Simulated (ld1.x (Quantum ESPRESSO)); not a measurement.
**Building the TM potential for phosphorus (P) (PBE, scalar-relativistic).**

Input for ld1.x (Quantum ESPRESSO) 7.5:

```
&input
   title='P', zed=15., rel=1, dft='PBE', iswitch=3,
   config='[Ne] 3s2 3p3 3d-2',
   nld=3, rlderiv=2.15, eminld=-3.0, emaxld=5.0, deld=0.02
 /
 &inputp
   pseudotype=2, tm=.true., lloc=1,
   nlcc=.true., new_core_ps=.true., rcore=1.25,
   file_pseudopw='P.UPF', file_wfcaegen='ae.wfc', file_wfcncgen='nc.wfc', file_beta='beta', file_chi='chi'
 /
3
3S  1  0   2.00   0.00  1.25  1.25  0.0
3D  3  2  -2.00   0.05  1.95  1.95  0.0
3P  2  1   3.00   0.00  1.85  1.85  0.0
 &test
   configts(1)='3s2 3p3'
 /
```

Command:

```bash
ld1.x < P.in > P.out
```

Output (shortened: banner, matrices, multipoles, cross overlaps and the repeated all-electron block are left out):

```
Program LD1 v.7.5
     --------------------------- All-electron run ----------------------------

     P
     scalar relativistic calculation

     atomic number is 15.00
     dft =PBE   lsd =0 sic =0 latt =0  beta=0.20 tr2=1.0E-14
     Exchange-correlation= PBE
                           (   1   4   3   4   0   0   0)
     mesh =1147 r(mesh) = 101.18493 a.u. xmin = -7.00 dx = 0.01250
     1 Ry =  13.60569312 eV, c = 137.03599908

     n l     nl                  e(Ry)          e(Ha)          e(eV)
     1 0     1S 1( 2.00)      -153.1838       -76.5919     -2084.1715
     2 0     2S 1( 2.00)       -12.7881        -6.3941      -173.9915
     2 1     2P 1( 6.00)        -9.1501        -4.5751      -124.4937
     3 0     3S 1( 2.00)        -1.0267        -0.5134       -13.9693
     3 1     3P 1( 3.00)        -0.4047        -0.2024        -5.5068

     final scf error:  4.6E-15 reached in  24 iterations

     Etot =    -683.805637 Ry,    -341.902819 Ha,   -9303.649657 eV

     Ekin =     685.944791 Ry,     342.972395 Ha,    9332.754319 eV
     Encl =   -1630.856241 Ry,    -815.428120 Ha,  -22188.929540 eV
     Eh   =     307.091979 Ry,     153.545990 Ha,    4178.199232 eV
     Exc  =     -45.986166 Ry,     -22.993083 Ha,    -625.673668 eV

     normalization and overlap integrals

     s(1S/1S) =  1.000000  <r> =   0.1036  <r2> =    0.0144  r(max) =   0.0675
     s(2S/2S) =  1.000000  <r> =   0.5197  <r2> =    0.3221  r(max) =   0.4187
     s(2P/2P) =  1.000000  <r> =   0.4853  <r2> =    0.2957  r(max) =   0.3559
     s(3S/3S) =  1.000000  <r> =   1.8959  <r2> =    4.1855  r(max) =   1.5753
     s(3P/3P) =  1.000000  <r> =   2.3728  <r2> =    6.7870  r(max) =   1.8302

     ------------------------ End of All-electron run ------------------------

     --------------------- Generating NC pseudopotential ---------------------

      Generating local pot.: lloc=1, matching radius rcloc =   1.8500

      Computing core charge for nlcc:

       r > 1.26 : true rho core
      Core charge pseudized with two Bessel functions
      Integrated core pseudo-charge :   2.10

      Wfc   3S  rcut= 1.242  Using Troullier-Martins method

      Wfc   3D  rcut= 1.948  Using Troullier-Martins method

     ------------------- End of pseudopotential generation -------------------

     Computing logarithmic derivative in   2.13981
     Computing logarithmic derivative in   2.13981
     Computing the partial wave expansion
     R is outside the sphere for l=    0 j= 0.00
       no projector for channel:   1
     R is outside the sphere for l=    2 j= 0.00

     ---------------------- Testing the pseudopotential ----------------------

     P
     scalar relativistic calculation

     atomic number is 15.00   valence charge is  5.00
     dft =PBE   lsd =0 sic =0 latt =0  beta=0.20 tr2=1.0E-14
     mesh =1147 r(mesh) = 101.18493 xmin = -7.00 dx = 0.01250

     n l     nl             e AE (Ry)        e PS (Ry)    De AE-PS (Ry)
     1 0     3S   1( 2.00)       -1.02672       -1.02672       -0.00000
     2 1     3P   1( 3.00)       -0.40475       -0.40475        0.00000

     eps = 8.1E-15  iter =  7

     Etot =    -683.805637 Ry,    -341.902819 Ha,   -9303.649657 eV
     Etotps =   -15.674017 Ry,      -7.837008 Ha,    -213.255859 eV

     Ekin =       4.510083 Ry,       2.255042 Ha,      61.362806 eV
     Encl =     -24.997819 Ry,     -12.498909 Ha,    -340.112648 eV
     Ehrt =      10.401262 Ry,       5.200631 Ha,     141.516385 eV
     Ecxc =      -6.027347 Ry,      -3.013674 Ha,     -82.006235 eV
     (Ecc =      -2.793074 Ry,      -1.396537 Ha,     -38.001712 eV)
     Epseu=       0.439804 Ry,       0.219902 Ha,       5.983834 eV

     ---------------------- End of pseudopotential test ----------------------
```

Generation and configuration tests took about 1.6 s on one core of a shared server CPU.
